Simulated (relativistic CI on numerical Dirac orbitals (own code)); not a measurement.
# Energy levels of Gd22+

Computed by Dirac-Coulomb-Breit CI, orbitals from a KLI potential per configuration, model QED (radiative potential, 1s self-energy scaled to tabulated hydrogen-like ionisation energies), unscaled Slater integrals (own radial code, finite nucleus).

Configurations in the expansion (outside the closed core [Ar] 3d10): 4s²4p⁶4d⁶, 4s²4p⁵4d⁷, 4s²4p⁶4d⁵4f, 4s4p⁶4d⁷, 4s²4p⁵4d⁶4f, 4s²4p⁶4d⁵5s, 4s4p⁶4d⁶4f, 4s²4p⁶4d⁵5p, 4s²4p⁶4d⁴4f5s, 4s²4p⁶4d⁵5d, 4s²4p⁵4d⁶5s, 4s²4p⁶4d⁴5s5p, 4s²4p⁶4d⁵5f, 4s²4p⁶4d⁵6s, 4s4p⁶4d⁶5s, 4s²4p⁶4d⁵7s, 4p⁶4d⁷5p, 4p⁶4d⁸, 4p⁵4d⁹, 4p⁵4d⁸4f, 4s²4p⁶4d⁴5s², 4s²4p⁶4d³4f5s², 4s²4p⁵4d⁴4f5s², 4s4p⁶4d⁴4f5s². Double excitations out of closed p, d and f shells are left out; levels of such configurations are missing from the list, as are those of other unlisted configurations, and high levels can miss mixing partners. These lack a partner that the ground configuration has and come out too high: 4s²4p⁵4d⁶5s.

The lowest level is 4s²4p⁶4d⁶ ⁵D4, with 61 % of that term; Hund's rules for 4s²4p⁶4d⁶ give ⁵D with J = 4, in agreement.

```
No.  Configuration  Term  J  E (cm⁻¹)   %  Next component (%)  Landé g
  1      4s²4p⁶4d⁶    ⁵D  4         0  61               27 ³F    1.377
  2      4s²4p⁶4d⁶    ³P  2     19829  39               34 ⁵D    1.380
  3      4s²4p⁶4d⁶    ⁵D  3     39626  82               11 ³F    1.438
  4      4s²4p⁶4d⁶    ⁵D  0     46814  55               30 ³P         
  5      4s²4p⁶4d⁶    ⁵D  1     51506  69               22 ³P    1.420
  6      4s²4p⁶4d⁶    ³H  4     56281  26               24 ⁵D    1.096
  7      4s²4p⁶4d⁶    ³H  6     71827  75               24 ¹I    1.124
  8      4s²4p⁶4d⁶    ³G  5     72306  53               46 ³H    1.120
  9      4s²4p⁶4d⁶    ³F  2     87324  48               28 ¹D    0.944
 10      4s²4p⁶4d⁶    ³F  3     89751  37               35 ³G    1.010
 11      4s²4p⁶4d⁶    ⁵D  2     98989  41               32 ³P    1.318
 12      4s²4p⁶4d⁶    ³H  4    114790  36               35 ³G    0.984
 13      4s²4p⁶4d⁶    ³D  1    117175  61               28 ³P    0.885
 14      4s²4p⁶4d⁶    ¹S  0    122053  51               36 ⁵D         
 15      4s²4p⁶4d⁶    ³D  2    122512  52               30 ³P    1.203
 16      4s²4p⁶4d⁶    ³F  4    123377  42               19 ³G    1.120
 17      4s²4p⁶4d⁶    ³P  0    125920  90                8 ¹S         
 18      4s²4p⁶4d⁶    ³H  5    129474  53               46 ³G    1.109
 19      4s²4p⁶4d⁶    ³D  3    131127  49               37 ³F    1.224
 20      4s²4p⁶4d⁶    ¹F  3    138779  58               30 ³F    1.067
 21      4s²4p⁶4d⁶    ¹I  6    139706  75               24 ³H    1.038
 22      4s²4p⁶4d⁶    ³G  3    143908  53               34 ³F    0.929
 23      4s²4p⁶4d⁶    ³P  1    161162  68               30 ³D    1.195
 24      4s²4p⁶4d⁶    ¹G  4    165531  64               23 ³F    1.047
 25      4s²4p⁶4d⁶    ¹D  2    166655  46               26 ³F    1.043
 26      4s²4p⁶4d⁶    ³P  1    188638  79               19 ⁵D    1.493
 27      4s²4p⁶4d⁶    ³F  2    196809  81                8 ³D    0.777
 28      4s²4p⁶4d⁶    ³F  4    198102  73               10 ¹G    1.185
 29      4s²4p⁶4d⁶    ¹G  4    226159  70               15 ³F    1.026
 30      4s²4p⁶4d⁶    ³P  2    233910  60               18 ¹D    1.317
 31      4s²4p⁶4d⁶    ³F  3    235769  50               26 ¹F    1.069
 32      4s²4p⁶4d⁶    ³P  0    248343  53               38 ¹S         
 33      4s²4p⁶4d⁶    ¹D  2    258537  92                3 ³D    1.000
 34      4s²4p⁶4d⁶    ¹S  0    334040  86               12 ³P         
 35     4p⁵4d⁷(4F)   ⁵G°  6   1024364  83              14 ³H°    1.305
 36     4p⁵4d⁷(4F)   ⁵F°  5   1046743  46              34 ³G°    1.279
 37     4p⁵4d⁷(2P)   ³D°  3   1049486  59              12 ⁵D°    1.282
 38     4p⁵4d⁷(4P)   ³P°  0   1056101  54              36 ¹S°         
 39     4p⁵4d⁷(4P)   ⁵D°  4   1069080  32              22 ³F°    1.351
 40     4p⁵4d⁷(2P)   ³P°  2   1072887  27              21 ³D°    1.282
 41     4p⁵4d⁷(4F)   ⁵G°  5   1083516  68              18 ³G°    1.246
 42     4p⁵4d⁷(4F)   ⁵D°  3   1089555  26              25 ⁵P°    1.467
 43     4p⁵4d⁷(2D)   ³F°  4   1089647  40              26 ⁵D°    1.295
 44     4p⁵4d⁷(4P)   ³P°  2   1093384  36              25 ¹D°    1.313
 45     4p⁵4d⁷(4F)   ⁵D°  1   1094784  31              27 ³P°    1.373
```

Energies count from the lowest computed level; ° marks odd parity. Percentages are summed over parent terms; the parents shown are those of the largest component, closed shells are left out there.

The mean weight of the leading LS term, summed over parents, in these 45 levels is 56 %, and that of the leading jj configuration (from the same eigenvectors) 73 %, so jj coupling describes them better and the LS labels are nominal.

At this charge energies of transitions that change n are usually good to better than 1 %, and those within a shell (Δn = 0) to a few per cent. Terms inside the open d or f shell come out 10 to 20 % too wide with unscaled integrals.

LS names give the leading component of a level, which can be under half, so a name can repeat, a term be missing and a line seem to break the LS rules.
